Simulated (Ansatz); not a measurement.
A single point on `C[Si]1(N)C[SiH2]1`.

```yaml
crystal:
  periodic: [false, false, false]
  atoms:
    - {symbol: C, position_ang: [-1.246388, 1.241990, 0.222022]}
    - {symbol: Si, position_ang: [0.173856, 0.053068, 0.220482]}
    - {symbol: N, position_ang: [1.183656, 0.273654, 1.576048]}
    - {symbol: C, position_ang: [-0.009077, -1.652070, -0.368494]}
    - {symbol: Si, position_ang: [0.890245, -0.969184, -1.991056]}
    - {symbol: H, position_ang: [-0.894922, 2.276225, 0.238641]}
    - {symbol: H, position_ang: [-1.871691, 1.078024, 1.102942]}
    - {symbol: H, position_ang: [-1.849585, 1.102708, -0.676129]}
    - {symbol: H, position_ang: [1.849051, -0.437055, 1.832964]}
    - {symbol: H, position_ang: [1.499557, 1.189583, 1.851371]}
    - {symbol: H, position_ang: [-1.029638, -1.987793, -0.538055]}
    - {symbol: H, position_ang: [0.573398, -2.411997, 0.149315]}
    - {symbol: H, position_ang: [1.092002, 0.495542, -1.080494]}
    - {symbol: H, position_ang: [-0.373266, -0.281895, -2.510858]}
basis:
  gaussian: {orbitals: def2-QZVPP}
correlation: {method: mp2}
```

```sh
$ ansatz run in.yaml --threads 4 --pin off --events-out ev --progress --plain
```

Shortened log:

```
Functional definition: HF
3406 factors; integrals over basis functions are off by at most 1.1e-3 eV
mean field evaluation 1: about -19406.1819 eV, gradient 4.8e1 eV
mean field evaluation 2: about -19406.3178 eV, gradient 4.8e1 eV
mean field evaluation 4: about -19411.9722 eV, gradient 4.3e0 eV
mean field evaluation 8: about -19412.0653 eV, gradient 3.2e-1 eV
mean field -19412.06616129 eV, -713.3802734564 hartree, gradient 6.5e-6 eV, S^2 0.000000; 0 other end points of the search recorded, 0 dependent functions left out
13 core orbitals not correlated: weight in the atoms' cores, before any rotation towards them, 1.000 or more for the frozen orbitals, at most 0.000 for the correlated occupied ones
reference -19412.06616129 eV, -713.3802734564 hartree; 15, 15 occupied and 553, 553 virtual orbitals, 3406 factors
second order -23.58254061 eV of doubles, -0.00000000 eV of singles
Total energy: -19435.64870190 eV, -714.2469158390 hartree
```

It took 37 s on 4 threads of a server CPU on a shared host, with 4.9 GiB of host memory at the peak.
